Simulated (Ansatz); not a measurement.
```yaml
crystal:
  periodic: [false, false, false]
  atoms:
    - {symbol: N, position_ang: [0.074070, 1.856320, -1.146134]}
    - {symbol: Zn, position_ang: [0.021199, 0.323888, -0.162565]}
    - {symbol: Al, position_ang: [0.041601, -1.760923, 1.131511]}
    - {symbol: F, position_ang: [-0.512818, -3.116990, 0.352189]}
    - {symbol: H, position_ang: [0.218087, 2.770153, -0.747026]}
    - {symbol: H, position_ang: [-0.343523, 1.945937, -2.058721]}
    - {symbol: H, position_ang: [0.501394, -2.018364, 2.630756]}
basis:
  gaussian: {orbitals: def2-mTZVPP}
hamiltonian: {xc: {name: wB97X-D}}
output: {forces: true}
```

```sh
$ ansatz run in.yaml --threads 2 --pin off --events-out ev --progress --plain --max-ram 4352MiB
```

Q: How does Ansatz answer? (Estimate.)

A: Ansatz gave: The input was rejected before any iteration.
```
Error: YAML parse error: error: line 13 column 19: hamiltonian.xc: no functional is named "wB97X-D"; the names, which are not case-sensitive, are SVWN5, SPW92, PBE, PBE0, PBEsol, revPBE, revPBE0, RPBE, rPW86-PBE, HSE06, wPBEh, LC-wPBE, HISS, HF, BLYP, B3LYP, B3LYP5, BHLYP, CAM-B3LYP, r2SCAN, r2SCANh, r2SCAN0, r2SCAN50, m-r2SCAN, B97, wB97, wB97X, wB97X-V, B97M-V, wB97M-V, B2PLYP, B2GP-PLYP, PBE0-DH, PBE-QIDH
11 | basis:
12 |   gaussian: {orbitals: def2-mTZVPP}
13 | hamiltonian: {xc: {name: wB97X-D}}
14 | output: {forces: true}
```

HSE06 is defined as in plane-wave codes.
